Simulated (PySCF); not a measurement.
Spinor energies of Tb⁴⁺ (terbium, charge +4)

Start: [Xe] 4f7; 4f5/2 filled at m_j = -5/2, -3/2, -1/2, +1/2, +3/2, +5/2; 4f7/2 filled at m_j = +7/2. Calculated with PySCF 2.14 in x2c-TZVPall-2c (11s11p10d4f1g, 131 functions): generalised Hartree-Fock with the X2C-1e Hamiltonian and a Gaussian nucleus; one run each with spin-orbit coupling (SO) switched off, then screened by Boettger's factors.

```json
{"spinor shell": "1s1/2", "electrons": "2", "ε, spin-free (eV)": "-52309.7", "ε, screened SO (eV)": "-52299.4", "weight of nominal j (screened SO)": "1.000", "rms radius, screened SO (bohr)": "0.0245"}
{"spinor shell": "2s1/2", "electrons": "2", "ε, spin-free (eV)": "-8839.8", "ε, screened SO (eV)": "-8836.7", "weight of nominal j (screened SO)": "1.000", "rms radius, screened SO (bohr)": "0.0989"}
{"spinor shell": "2p1/2", "electrons": "2", "ε, spin-free (eV)": "-7856.1", "ε, screened SO (eV)": "-8382.9", "weight of nominal j (screened SO)": "1.000", "rms radius, screened SO (bohr)": "0.0847"}
{"spinor shell": "2p3/2", "electrons": "4", "ε, spin-free (eV)": "-7856.1", "ε, screened SO (eV)": "-7631.7", "weight of nominal j (screened SO)": "1.000", "rms radius, screened SO (bohr)": "0.0912"}
{"spinor shell": "3s1/2", "electrons": "2", "ε, spin-free (eV)": "-2056.3", "ε, screened SO (eV)": "-2055.3", "weight of nominal j (screened SO)": "1.000", "rms radius, screened SO (bohr)": "0.255"}
{"spinor shell": "3p1/2", "electrons": "2", "ε, spin-free (eV)": "-1746.8", "ε, screened SO (eV)": "-1857.7", "weight of nominal j (screened SO)": "1.000", "rms radius, screened SO (bohr)": "0.246"}
{"spinor shell": "3p3/2", "electrons": "4", "ε, spin-free (eV)": "-1746.8", "ε, screened SO (eV)": "-1699.0", "weight of nominal j (screened SO)": "1.000", "rms radius, screened SO (bohr)": "0.260"}
{"spinor shell": "3d3/2", "electrons": "4", "ε, spin-free (eV)": "-1341.8", "ε, screened SO (eV)": "-1362.3", "weight of nominal j (screened SO)": "0.994", "rms radius, screened SO (bohr)": "0.232"}
{"spinor shell": "3d5/2", "electrons": "6", "ε, spin-free (eV)": "-1341.8", "ε, screened SO (eV)": "-1327.3", "weight of nominal j (screened SO)": "0.996", "rms radius, screened SO (bohr)": "0.236"}
{"spinor shell": "4s1/2", "electrons": "2", "ε, spin-free (eV)": "-475.36", "ε, screened SO (eV)": "-475.08", "weight of nominal j (screened SO)": "1.000", "rms radius, screened SO (bohr)": "0.574"}
{"spinor shell": "4p1/2", "electrons": "2", "ε, spin-free (eV)": "-370.41", "ε, screened SO (eV)": "-397.00", "weight of nominal j (screened SO)": "0.967", "rms radius, screened SO (bohr)": "0.590"}
{"spinor shell": "4d3/2", "electrons": "4", "ε, spin-free (eV)": "-222.69", "ε, screened SO (eV)": "-229.27", "weight of nominal j (screened SO)": "0.725", "rms radius, screened SO (bohr)": "0.664"}
{"spinor shell": "4d5/2", "electrons": "6", "ε, spin-free (eV)": "-222.69", "ε, screened SO (eV)": "-218.10", "weight of nominal j (screened SO)": "0.817", "rms radius, screened SO (bohr)": "0.670"}
{"spinor shell": "5s1/2", "electrons": "2", "ε, spin-free (eV)": "-104.66", "ε, screened SO (eV)": "-104.62", "weight of nominal j (screened SO)": "1.000", "rms radius, screened SO (bohr)": "1.37"}
{"spinor shell": "5p1/2", "electrons": "2", "ε, spin-free (eV)": "-74.876", "ε, screened SO (eV)": "-79.213", "weight of nominal j (screened SO)": "0.935", "rms radius, screened SO (bohr)": "1.49"}
{"spinor shell": "5p3/2", "electrons": "4", "ε, spin-free (eV)": "-74.876", "ε, screened SO (eV)": "-72.966", "weight of nominal j (screened SO)": "0.968", "rms radius, screened SO (bohr)": "1.58"}
{"spinor shell": "4f5/2", "electrons": "6", "ε, spin-free (eV)": "-70.483", "ε, screened SO (eV)": "-70.459", "weight of nominal j (screened SO)": "0.557", "rms radius, screened SO (bohr)": "0.837"}
{"spinor shell": "4f7/2", "electrons": "1", "ε, spin-free (eV)": "-70.483", "ε, screened SO (eV)": "-69.918", "weight of nominal j (screened SO)": "1.000", "rms radius, screened SO (bohr)": "0.842"}
```

Question: Where does 4p3/2 lie, and what is the 4p spin-orbit splitting (screened SO)?

Answer: At -358.77 eV, 38.223 eV above 4p1/2.

| quantity | spin-free | screened SO |
| --- | --- | --- |
| E (hartree) | -11698.12789 | -11706.22634 |
| M_J | 7/2 | 7/2 |
| ⟨J²⟩ | 15.755 | 15.755 |
| ⟨L²⟩ | 0.000 | 0.118 |
| ⟨S²⟩ | 15.755 | 15.646 |

Each row is a mean over spinors that exchange with the open shell spreads, by up to 20.728 eV (4d5/2).

Rows whose weight is well below 1 are mixtures of j = l ± 1/2: exchange outweighs spin-orbit coupling there, and the label is only the starting occupation.

Breit and QED terms are absent; they matter most for the inner s and p1/2 levels.

Densities and radii are taken from the X2C orbitals without a picture-change correction, which distorts them close to the nucleus.

Without spin-orbit coupling the j labels of p, d and f shells carry no meaning; the spin-free column gives the mean over the occupied spinors of each nl shell.
